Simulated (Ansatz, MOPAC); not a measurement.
Pair of molecules: HF (SMILES F) (first 2 atoms) with CH4O (SMILES CO); geometry from B3LYP-D3(BJ)/def2-TZVP, rigid monomers moved along the line of their centres of mass till H2···O4 is 1.89 Å.
(charge 0, multiplicity 1):
```xyz
8

F      0.085     0.013     0.236
H     -0.216    -0.060     1.134
C      0.508     0.402     3.760
O     -0.562    -0.157     2.986
H      0.236     0.455     4.816
H      0.667     1.410     3.382
H      1.429    -0.171     3.641
H     -0.737    -1.057     3.281
```

Interaction energies are E(AB) − E(A) − E(B) at the monomers' geometry in the complex; basis-set methods are counterpoise corrected.

Correlated levels freeze the cores. CBS: X⁻³ extrapolation of the correlation energy, Hartree–Fock from the larger set. The state that PM7 reach isn't checked; PM7 holds dispersion and hydrogen-bond terms.

Programs: Ansatz (a quantum-chemistry and plane-wave program) with Gaussian orbitals; MOPAC for PM7 (differences of heats of formation). Values without a source in brackets are computed.

Problem. Give the interaction energy at the level MP2/CBS(aug-cc-pVDZ, aug-cc-pVTZ) + ΔCCSD(T)/aug-cc-pVDZ.

Solution. -401 meV

Problem. Give the interaction energy at the level wB97X-V/def2-TZVPPD.

Solution. -416 meV

Problem. What interaction energy does PM7 give?

Solution. -185 meV
